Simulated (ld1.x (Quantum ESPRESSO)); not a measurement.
# neodymium, PAW: configuration errors across variants

- Element: neodymium
- Generator: ld1.x (Quantum ESPRESSO) 7.5
- Type: PAW
- Functional: LDA (PZ)
- Relativity: scalar-relativistic
- Frozen core: [Kr] 4d10
- Valence charge: 14
- Reference configuration: 4f4 5s2 5p6 5d0.5 6s1.5 6p0
- Partial waves: 5s (bound): rcut 1.90, rcutus 2.15 bohr; 6s (bound): rcut 1.90, rcutus 2.15 bohr; 5p (bound): rcut 2.30, rcutus 2.55 bohr; 6p (bound, empty): rcut 2.30, rcutus 2.55 bohr; 5d (bound): rcut 2.35, rcutus 3.15 bohr; 5d channel at 0.9 Ry: rcut 2.35, rcutus 3.15 bohr; 4f (bound): rcut 1.30, rcutus 1.40 bohr; 4f channel at 1.55 Ry: rcut 1.30, rcutus 1.40 bohr
- Local potential: all-electron potential smoothed inside 2.00 bohr (lloc = -1)
- Core correction: Bessel-smoothed model core inside 0.65 bohr
- Augmentation charge: PSQ, inside the norm-conserving radii

All-electron excitation energies from the reference (eV): (1) 4f4 5s2 5p6 5d0 6s2 6p0 -0.828; (2) 4f4 5s2 5p6 5d0 6s1 6p0 5.168; (3) 4f4 5s2 5p6 5d0 6s0 6p0 16.158; (4) 4f4 5s2 5p6 5d0 6s1.5 6p0 1.567; (5) 4f2 5s2 5p6 5d0 6s0 6p0 79.381; (6) 4f3 5s2 5p6 5d1 6s1 6p0 7.538; (7) 4f3 5s2 5p6 5d1 6s2 6p0 1.068.

The overlap operator is not positive definite (basis up to 400 Ry) in “base”, “local potential all-electron potential smoothed inside 1.34 bohr (lloc = -1)”, “local potential all-electron potential smoothed inside 1.66 bohr (lloc = -1)”, “local potential all-electron potential smoothed inside 2.30 bohr (lloc = -1)”, “local potential all-electron potential smoothed inside 2.64 bohr (lloc = -1)”. Such files are unfit for use, however small their errors in these radial tests.

Tests that are not counted but printed errors over 1 eV. “local potential all-electron potential smoothed inside 3.64 bohr (lloc = -1)”: 4f2 5s2 5p6 5d0 6s0 6p0 (solver errors, printed error -799 eV).

Errors AE − PS in meV (a dash: test not solved or not reliable):

| change | (1) | (2) | (3) | (4) | (5) | (6) | (7) | bound ghosts |
| --- | --- | --- | --- | --- | --- | --- | --- | --- |
| base | +0.9 | -1.3 | -5.0 | -0.1 | +1161 | +168 | +169 | not determined (overlap not positive) |
| local potential all-electron potential smoothed inside 1.34 bohr (lloc = -1) | +0.4 | -2.2 | -6.4 | -0.8 | – | – | – | not determined (overlap not positive) |
| local potential all-electron potential smoothed inside 1.66 bohr (lloc = -1) | +0.6 | -1.6 | -5.3 | -0.3 | +1742 | +217 | +214 | not determined (overlap not positive) |
| local potential all-electron potential smoothed inside 2.30 bohr (lloc = -1) | -6.7 | -12 | -20 | -9.1 | -6006 | -956 | -956 | not determined (overlap not positive) |
| local potential all-electron potential smoothed inside 2.64 bohr (lloc = -1) | +1.4 | -0.4 | -3.4 | +0.6 | -1124 | -154 | -157 | not determined (overlap not positive) |
| local potential all-electron potential smoothed inside 3.64 bohr (lloc = -1) | +0.6 | -2.1 | -6.8 | -0.5 | – | -47 | -47 | none |

**Question.** Give the same row for: local potential all-electron potential smoothed inside 3.14 bohr (lloc = -1).

**Answer.** +0.6, -1.9, -6.3, -0.5, -409, -52, -51; bound ghosts: none.
